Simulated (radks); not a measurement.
Values are calculated unless marked as measured or tabulated.
Initial-state core-level shifts of neutral nickel when its valence configuration changes from [Ar] 3d8 4s2. Level of theory: non-relativistic Kohn-Sham, r2SCAN, spin-polarised, spherical densities, point nucleus; open shells are filled with parallel spins first; meta-GGA in the generalised Kohn-Sham scheme (a radial shooting solver on a logarithmic mesh with Libxc functionals). Shifts are changes of the shell-averaged eigenvalues in eV (positive: less bound); the change of the density at the nucleus, which sets a Mossbauer isomer shift, is in e/bohr^3, on a base of 1.495e+04.

valence               1s       2s       3s       3p  density at nucleus
3d9 4s1           +5.454   +6.020   +5.472   +5.337              -7.149
3d8.5 4s1 4p0.5   +2.164   +2.522   +2.133   +2.056              -6.153
3d8 4s1 4p1       -1.425   -1.351   -1.436   -1.438              -4.832
3d7 4s2 4p1       -8.476   -9.191   -8.164   -7.980              +4.550
3d9 4p1           +3.443   +4.156   +3.452   +3.301             -11.724
3d8 4p2           -3.178   -2.991   -3.182   -3.189             -10.590
3d7.5 4s2 4p0.5   -4.144   -4.468   -4.040   -3.955              +2.140
3d8.5 4s1.5       +2.879   +3.188   +2.861   +2.787              -3.923
3d6 4s2 4p2      -17.752  -19.417  -16.659  -16.253              +9.987
